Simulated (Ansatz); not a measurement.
Consider the ligand exchange at a B–N bond: `BN[SiH2]NC` + `BNCC=C` → `BN(B)CC=C` + `CN[SiH2]N`.

Computed with Ansatz on PBE0-D4/def2-TZVP structures; ΔE is electronic, products minus reactants. CCSD(T)/CBS adds triple-zeta CCSD(T) − MP2 to the extrapolated MP2 energy (def2 sets, frozen cores). Each species was taken in one conformer, which may not be the lowest.

| level | ΔE (kJ/mol) |
| --- | --- |
| SCS-MP2/def2-TZVPP | 41.5 |
| CCSD/def2-TZVPP | 42.9 |
| SCS-MP2/def2-QZVPP | 40.6 |
| MP2/CBS(def2) | 38.6 |

**Question.** What does CCSD(T)/CBS give? (Estimate.)

**Answer.** Computed: +41.9 kJ/mol. The listed levels differ from it by -0.4, 1.0, -1.3, -3.3 kJ/mol.

Largest T1 diagnostic among the species: 0.012.

The D4 term adds −5.5 kJ/mol with B3LYP and −2.8 kJ/mol with PBE0; it sums over pairs of atoms, weighted by their polarisabilities, and B3LYP, whose exchange is more repulsive, gets the larger term. From PBE to PBE0 (25 % exact exchange), in def2-TZVPP and without D4, ΔE moves by −4.7 kJ/mol.

B3LYP here is the variant with VWN-RPA as its local correlation; programs differ in this.
